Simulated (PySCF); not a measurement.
Two structures, one formula

The two ends of one reaction step of SnH₆O, closed shell (PBE0-D4/def2-TZVP).

A:

Sn1  (-0.450, -0.194, -1.080)
H2  (-0.139, 1.338, 2.544)
H3  (-0.240, -1.158, -2.475)
H4  (-1.917, -0.500, -0.282)
H5  (-0.224, 1.461, -1.441)
H6  (0.221, 0.807, 2.158)
O7  (0.904, -0.732, 0.248)
H8  (1.805, -0.653, -0.074)
(Å)

B:

Sn1  (-0.838, 0.599, -0.712)
H2  (-0.338, 1.553, 0.609)
H3  (0.500, 0.120, -1.651)
H4  (-1.748, -0.740, -0.195)
H5  (-1.839, 1.579, -1.702)
H6  (1.273, -0.699, 1.906)
O7  (1.074, -1.151, 1.082)
H8  (1.924, -1.294, 0.659)
(Å)

Program: PySCF 2.14 with density fitting (its default auxiliary sets; JK sets also for MP2 and CCSD(T)). Basis: def2-TZVPP. Cores are frozen in the correlated methods. Filled d shells of the heavier atoms are correlated. Core potentials replace the inner electrons of the atoms past krypton. The def2 sets are not built for correlating such inner shells, so the correlated values are less sure here. B3LYP uses VWN-RPA correlation.

Task: Which structure is lower at CCSD(T), and by how much? (To be estimated.)

Result: The calculation gives: B, by 4.24 kcal/mol (electronic energy, against the other). By their contacts, A is a complex of SnH₄O ([OH][SnH3]) + H₂ and B is a complex of SnH₄ + H₂O.

All methods give the same order:

```tsv
method	E(B) − E(A) (kcal/mol)
SPW92	-6.46
PBE-D4	-3.22
r2SCAN-D4	-2.73
PBE0-D4	-4.98
B3LYP-D4	-2.91
BHLYP-D4	-4.40
wB97M-V	-4.26
HF	-5.49
MP2	-2.71
CCSD	-5.03
CCSD(T)	-4.24
```

T1 diagnostic: at most 0.014.

Labels in which every atom is bracketed show which atoms are joined, not bond orders.

For scale, one of the runs: CCSD(T)/def2-TZVPP, 165 basis functions, launched by `OMP_NUM_THREADS=4 python run.py`. Hardware: 4 CPU threads of an Intel Xeon, shared host. Wall time 5 min; peak host memory 1.7 GiB.
